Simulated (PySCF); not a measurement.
Correlation energy of Cr⁺ (chromium, charge +1)

[Ar] 3d4 4s1, high-spin 6D determinant (an excited configuration). Calculation: PySCF 2.14, in x2c-TZVPPall; scalar relativity by spin-free X2C-1e. Frozen: [Ne]; 13 electrons correlated.

| level | correlation energy (mhartree) |
| --- | --- |
| CCSD | -364.25 |
| (T) | -7.47 |
| CCSD(T) | -371.72 |

Diagnostics: T1 = 0.0092, D1 = 0.0320, largest double amplitude 0.017.

Problem. Is a single reference adequate?

Solution. Yes: T1 lies below 0.03 and no double amplitude reaches 0.07.

This basis was not built for core-valence correlation, so the inner-shell part is incomplete.
